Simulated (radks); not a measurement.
Values are calculated unless marked as measured or tabulated.
Question: Radial electron density D(r) = 4 pi r^2 rho(r) of an atom or ion with 11 electrons. Code: a radial shooting solver on a logarithmic mesh with Libxc functionals. Model: non-relativistic Kohn-Sham, TPSS, spin-polarised, spherical densities, point nucleus; meta-GGA in the generalised Kohn-Sham scheme.

```
   r/bohr * D(r) (the largest magnitude, 40.9, reaches the edge; | marks zero)
 0.004897 |     *
 0.005477 |      *
 0.006127 |        *
 0.006853 |          *
 0.007665 |            *
 0.008505 |              *
 0.009513 |                *
  0.01064 |                   *
   0.0119 |                      *
  0.01331 |                          *
  0.01489 |                             *
  0.01652 |                                 *
  0.01848 |                                     *
  0.02067 |                                        *
  0.02312 |                                           *
  0.02586 |                                              *
  0.02869 |                                                *
  0.03209 |                                                 *
   0.0359 |                                                 *
  0.04015 |                                                *
  0.04491 |                                               *
  0.05023 |                                            *
  0.05574 |                                          *
  0.06234 |                                        *
  0.06973 |                                      *
  0.07799 |                                      *
  0.08724 |                                       *
  0.09758 |                                          *
   0.1083 |                                             *
   0.1211 |                                                 *
   0.1355 |                                                    *
   0.1515 |                                                      *
   0.1695 |                                                     *
    0.188 |                                                  *
   0.2103 |                                            *
   0.2352 |                                    *
   0.2631 |                           *
   0.2943 |                   *
   0.3292 |             *
   0.3653 |        *
   0.4086 |      *
    0.457 |    *
   0.5111 |   *
   0.5717 |  *
   0.6395 |  *
   0.7096 | *
   0.7936 |*
   0.8877 *
   0.9929 *
    1.111 *
    1.242 *
    1.378 *
    1.542 *
```

What is the nuclear charge?

Answer: Z = 31. The innermost maximum, from 1s, lies near 1/Z = 0.0323 bohr (found: 0.0345), and its height grows with Z. The density is that of the gallium ion Ga20+ in [Ne] 3s1; the configuration itself is not fixed sharply by these data, and Z only to about a unit. D(r) has 2 maxima, at r = 0.0345, 0.155 bohr, and minima at 0.0755 bohr, inside which lie 2.12 electrons.
